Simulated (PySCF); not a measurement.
Species: BFH5OSi (charge -1).
Bonds: B1–O2, O2–Si3, Si3–F4. Hydrogens: H5, H6, H7 on B1; H8, H9 on Si3.

Theory: PBE0-D3(BJ)/def2-SVP geometry optimisation, gas phase (PySCF 2.14.0).

Task: What internal coordinates does the optimisation give?

Result: 
```csv
bond,length (Å)
B1–O2,1.528
O2–Si3,1.597
Si3–F4,1.644
"B1–H5, B1–H6",1.254
B1–H7,1.244
"Si3–H8, Si3–H9",1.504
```

Bonds in one row agree within 0.01 Å and their mean is given. A selection of angles:
```csv
angle,degrees
O2–B1–H5,110.2
H5–B1–H6,108.7
B1–O2–Si3,122.6
O2–Si3–F4,109.5
O2–Si3–H8,115.4
F4–Si3–H8,103.5
H8–Si3–H9,107.9
```

Torsions: B1–O2–Si3–F4 178° (antiperiplanar). The mirror-image conformer, all signs reversed, is as good.

B1 (four-coordinate boron) is tetrahedral (angles from 108.7° to 110.2°). The 4 heavy atoms lie in one plane (0.010 Å rms). Si3 (fluorine-bound silicon) is distorted tetrahedral (angles from 103.5° to 115.5°). O2 (boron-bound oxygen) is bent (angle 122.6°).

Point group: near Cs, missed by 0.13 Å at most; the miss may be what the optimiser left on a soft mode. PBE0-D3(BJ)/def2-SVP frequencies: not computed here.
